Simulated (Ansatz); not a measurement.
Mulliken charges of C2H2ClFOSe (`OC(F)(Cl)C=[Se]`) from B3LYP/def2-TZVPP in Ansatz (PBE0-D4/def2-TZVP geometry).

```
atom   x (Å)   y (Å)   z (Å)  charge (e)
  O1   0.981  -0.488  -0.962      -0.262
  C2   0.312  -0.184   0.172       0.407
  F3   1.123   0.401   1.071      -0.165
 Cl4  -0.329  -1.686   0.977      -0.136
  C5  -0.891   0.642  -0.174      -0.208
 Se6  -1.348   2.134   0.590       0.009
  H7   1.716  -1.077  -0.748       0.207
  H8  -1.472   0.201  -0.980       0.149
```

Question: By hand: the dipole of these point charges (1 e Å = 4.8032 D).

Answer: Σ q r = (0.038, -0.091, -0.247) e Å, of length 0.266 e Å = 1.28 D.

Question: How does the dipole of the full density compare? (Best estimate.)

Answer: The calculation gave: (0.152, -0.224, -0.226) e Å, 1.69 D; the point charges give 0.76 times that, at 29° from its direction.

Point charges leave out the atoms' own dipoles, such as those of lone pairs, and Mulliken's split depends on the basis, so the two needn't agree.

B3LYP here is the variant with VWN-RPA as its local correlation; programs differ in this.
